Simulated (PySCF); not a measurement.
## CAM-B3LYP on Os³⁺ (osmium, charge +3)

Configuration: [Xe] 4f14 5d5, high-spin 6S determinant. All numbers are calculated (PySCF 2.14, scalar relativity through the core potential, in aug-cc-pVTZ-PP with ECP60MDF).

| Quantity | Value |
| --- | --- |
| Total energy | -88.8063 hartree |
| One-electron energy | -138.3490 hartree |
| Hartree (Coulomb) energy | 58.1194 hartree |
| Exchange-correlation energy | -8.5767 hartree |
| ⟨S²⟩ | 8.7504 |
| ⟨L²⟩ | 0.000 |
| Sum of ⟨r⟩ | 17.28 bohr |
| Sum of ⟨r²⟩ | 26.49 bohr² |
| Time after the integrals | about 6 core-seconds |

| shell | electrons | mean orbital energy (eV) | rms radius, mean of both spins (bohr) |
| --- | --- | --- | --- |
| 5s α | 1 | -128.50 | 1.08 |
| 5s β | 1 | -124.69 | 1.08 |
| 5p α | 3 | -87.659 | 1.25 |
| 5p β | 3 | -82.743 | 1.25 |
| 5d α | 5 | -39.515 | 1.72 |

Energies and moments cover only the electrons outside the core potential. Spin-orbit coupling, which splits the p, d and f shells strongly at this Z, is absent.
